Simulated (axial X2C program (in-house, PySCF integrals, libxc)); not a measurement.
# Low determinants of SnF at the PBE0 level, two-component

All values were computed with an in-house all-electron X2C program for linear molecules (integrals from PySCF). Two-component (2c) means X2C with spin–orbit coupling and atomic mean-field two-electron Coulomb and Gaunt terms. Basis: Sn dyall-cv3z [11s12p9d4f1g], F dyall-av3z [7s6p3d2f] (cores contracted in-house); Gaussian nuclei, density fitting, unrestricted open shells. Masses: Sn 119.902 u, F 18.998 u.

Search at 1.955 Å (vertical energies from the lowest determinant):

| ΔE (eV) | state | electrons beyond evenly filled partner blocks | electrons in ±ω = 1/2, 3/2, 5/2, 7/2 |
| --- | --- | --- | --- |
| 0.00 | Ω = 1/2 | ω = 1/2 | 39 16 4 0 |
| 0.30 | Ω = 3/2 | ω = 3/2 | 38 17 4 0 |
| 5.08 | Ω = 1/2 | 2 × ω = -1/2, ω = 3/2 | 38 17 4 0 |
| 5.37 | Ω = 5/2 | 2 × ω = 1/2, ω = 3/2 | 38 17 4 0 |
| 5.68 | Ω = 1/2 | ω = 1/2 | 37 18 4 0 |
| 6.70 | Ω = 5/2 | ω = -1/2, 2 × ω = 3/2 | 39 16 4 0 |
| 7.21 | Ω = 3/2 | ω = 3/2 | 40 15 4 0 |

Lowest determinant, Ω = 1/2 (⟨Sz⟩ = -0.50, ⟨Lz⟩ = 1.00 at PBE0): Re = 1.952 Å, ωe = 572.7 cm⁻¹.

The determinant in row 2 of the search, Ω = 3/2 (⟨Sz⟩ = 0.50, ⟨Lz⟩ = 1.00 at PBE0), was followed along the bond at PBE0; measured from the minimum of the lowest determinant it gives:

Te = 0.296 eV (2389 cm⁻¹), Re = 1.947 Å, ωe = 577.8 cm⁻¹.

(1) Compare the bond of the determinant in row 2 with that of the lowest one.

The search compares states at one distance, so a state with another bond length can lie lower; it is not exhaustive and yields mostly the lowest determinant of each block pattern, so other components and higher states of one pattern are missing. These are energies of single determinants, not of spin-adapted states; PBE0 term energies can be off by some tenths of an eV, and the functional has no current term.

## Answers

(1) At PBE0 its Re is 0.005 Å shorter and its force constant, which goes as ωe², is 1.02 times that of the lowest determinant. T0 ≈ Te + Δωe/2 = 2389 + (3) = 2392 cm⁻¹.
